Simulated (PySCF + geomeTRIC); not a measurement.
Computed with BP86-D3(BJ)/def2-SVP in PySCF + geomeTRIC. fastk is a local helper that only speeds up exchange builds. No frequencies were computed at this level.

```python
import json, numpy as np
from pyscf import gto, dft
from fastk import lowrank_exchange
atoms = """
Mo     0.136176    -0.135656    -0.076064
O     -1.153015    -0.648456     0.830581
O      1.480399    -0.146572     1.108828
H      2.109544    -0.519345     1.729382
O      0.079058     1.643512     0.130321
H      0.115941     2.485245     0.588542
O      0.803415    -1.671237    -0.716145
H      0.804294    -2.482094    -1.228571
O     -0.598788     0.114034    -1.693178
H     -1.182014     0.519059    -2.338087
"""
def scf(charge, spin, dm0=None):
    mol = gto.M(atom=atoms, basis='def2-svp', ecp={'Mo': 'def2-svp'}, charge=charge, spin=spin, verbose=3, max_memory=15120)
    mf = dft.KS(mol, xc='bp86').density_fit(auxbasis="def2-universal-jkfit")
    mf.disp = 'd3bj'
    mf.grids.level = 3
    mf.conv_tol = 1e-8
    mf.max_cycle = 120
    mf.level_shift = 0.25
    mf.kernel(dm0)
    if not mf.converged:
        mf = mf.newton().run(mf.mo_coeff, mf.mo_occ).undo_soscf()
    return mf
mf = scf(0, 0)
from pyscf.geomopt.geometric_solver import kernel as optimize
path = []
done, mol = optimize(mf, maxsteps=120, assert_convergence=False, callback=lambda env: path.append((env["energy"], bool(env["g_scanner"].converged))))
res = dict(converged=bool(done and path[-1][1]), energy=path[-1][0], path=[e for e, c in path], xyz=mol.atom_coords(unit="Angstrom").tolist(), nao=mol.nao)
json.dump(res, open("result.json", "w"))
```

Output:

```
converged SCF energy = -446.689841019214
Geometry optimization cycle 1
converged SCF energy = -446.689841015675
cycle 1: E = -446.689841016  dE = -446.69  norm(grad) = 0.144159
Geometry optimization cycle 2
converged SCF energy = -446.713529339796
cycle 2: E = -446.71352934  dE = -0.0236883  norm(grad) = 0.0410466
Geometry optimization cycle 3
converged SCF energy = -446.717140564773
cycle 3: E = -446.717140565  dE = -0.00361122  norm(grad) = 0.0208637
Geometry optimization cycle 4
converged SCF energy = -446.723546698162
cycle 4: E = -446.723546698  dE = -0.00640613  norm(grad) = 0.0597813
Geometry optimization cycle 5
converged SCF energy = -446.717587396191
cycle 5: E = -446.717587396  dE = 0.0059593  norm(grad) = 0.105882
Geometry optimization cycle 6
converged SCF energy = -446.732885496322
cycle 6: E = -446.732885496  dE = -0.0152981  norm(grad) = 0.0544469
Geometry optimization cycle 7
converged SCF energy = -446.737202508977
cycle 7: E = -446.737202509  dE = -0.00431701  norm(grad) = 0.0166679
Geometry optimization cycle 8
converged SCF energy = -446.737604785891
cycle 8: E = -446.737604786  dE = -0.000402277  norm(grad) = 0.00841397
Geometry optimization cycle 9
converged SCF energy = -446.738231403773
cycle 9: E = -446.738231404  dE = -0.000626618  norm(grad) = 0.00707007
Geometry optimization cycle 10
converged SCF energy = -446.738365211716
cycle 10: E = -446.738365212  dE = -0.000133808  norm(grad) = 0.0034345
Geometry optimization cycle 11
converged SCF energy = -446.738476471454
cycle 11: E = -446.738476471  dE = -0.00011126  norm(grad) = 0.00144312
Geometry optimization cycle 12
converged SCF energy = -446.738484658618
cycle 12: E = -446.738484659  dE = -8.18716e-06  norm(grad) = 0.000967781
Geometry optimization cycle 13
converged SCF energy = -446.738483238767
cycle 13: E = -446.738483239  dE = 1.41985e-06  norm(grad) = 0.000549551
Geometry optimization cycle 14
converged SCF energy = -446.738483028035
cycle 14: E = -446.738483028  dE = 2.10731e-07  norm(grad) = 0.000477178
Geometry optimization cycle 15
converged SCF energy = -446.738483539671
cycle 15: E = -446.73848354  dE = -5.11636e-07  norm(grad) = 0.000490257
<class 'geometric.internal.Distance'> : 9
<class 'geometric.internal.Angle'> : 9
<class 'geometric.internal.OutOfPlane'> : 6
<class 'geometric.internal.Dihedral'> : 16
<class 'geometric.internal.TranslationX'> : 1
<class 'geometric.internal.TranslationY'> : 1
<class 'geometric.internal.TranslationZ'> : 1
<class 'geometric.internal.RotationA'> : 1
<class 'geometric.internal.RotationB'> : 1
<class 'geometric.internal.RotationC'> : 1
Step    0 : Gradient = 4.559e-02/6.688e-02 (rms/max) Energy = -446.6898410157
Step    1 : Displace = 1.012e-01/1.117e-01 (rms/max) Trust = 1.000e-01 (=) Grad = 1.298e-02/1.974e-02 (rms/max) E (change) = -446.7135293398 (-2.369e-02) Quality = 0.579
Step    2 : Displace = 2.876e-02/3.552e-02 (rms/max) Trust = 1.000e-01 (=) Grad = 6.598e-03/8.792e-03 (rms/max) E (change) = -446.7171405648 (-3.611e-03) Quality = 1.612
Step    3 : Displace = 1.179e-01/1.709e-01 (rms/max) Trust = 1.414e-01 (+) Grad = 1.890e-02/2.857e-02 (rms/max) E (change) = -446.7235466982 (-6.406e-03) Quality = 1.173
Step    4 : Displace = 2.168e-01/3.715e-01 (rms/max) Trust = 2.000e-01 (+) Grad = 3.348e-02/5.675e-02 (rms/max) E (change) = -446.7175873962 (+5.959e-03) Quality = -0.613
Step    5 : Displace = 1.040e-01/1.506e-01 (rms/max) Trust = 1.000e-01 (-) Grad = 1.722e-02/2.656e-02 (rms/max) E (change) = -446.7328854963 (-1.530e-02) Quality = 1.110
Step    6 : Displace = 3.038e-02/3.851e-02 (rms/max) Trust = 1.414e-01 (+) Grad = 5.271e-03/7.296e-03 (rms/max) E (change) = -446.7372025090 (-4.317e-03) Quality = 1.265
Step    7 : Displace = 6.089e-02/9.640e-02 (rms/max) Trust = 2.000e-01 (+) Grad = 2.661e-03/4.298e-03 (rms/max) E (change) = -446.7376047859 (-4.023e-04) Quality = 0.357
Step    8 : Displace = 3.812e-02/5.895e-02 (rms/max) Trust = 2.000e-01 (=) Grad = 2.236e-03/3.685e-03 (rms/max) E (change) = -446.7382314038 (-6.266e-04) Quality = 0.920
Step    9 : Displace = 9.820e-03/1.410e-02 (rms/max) Trust = 2.828e-01 (+) Grad = 1.086e-03/1.707e-03 (rms/max) E (change) = -446.7383652117 (-1.338e-04) Quality = 1.345
Step   10 : Displace = 1.752e-02/2.635e-02 (rms/max) Trust = 3.000e-01 (+) Grad = 4.564e-04/7.906e-04 (rms/max) E (change) = -446.7384764715 (-1.113e-04) Quality = 0.991
Step   11 : Displace = 7.009e-03/1.002e-02 (rms/max) Trust = 3.000e-01 (=) Grad = 3.060e-04/6.811e-04 (rms/max) E (change) = -446.7384846586 (-8.187e-06) Quality = 0.458
Step   12 : Displace = 2.918e-03/4.164e-03 (rms/max) Trust = 3.000e-01 (=) Grad = 1.738e-04/3.219e-04 (rms/max) E (change) = -446.7384832388 (+1.420e-06) Quality = -0.221
Step   13 : Displace = 1.340e-03/1.701e-03 (rms/max) Trust = 1.459e-03 (-) Grad = 1.509e-04/2.113e-04 (rms/max) E (change) = -446.7384830280 (+2.107e-07) Quality = -0.028
Step   14 : Displace = 6.535e-04/1.208e-03 (rms/max) Trust = 6.698e-04 (-) Grad = 1.550e-04/2.380e-04 (rms/max) E (change) = -446.7384835397 (-5.116e-07) Quality = 0.073
Converged! =D
```

Cost: about 7 core-minutes (a rough figure).
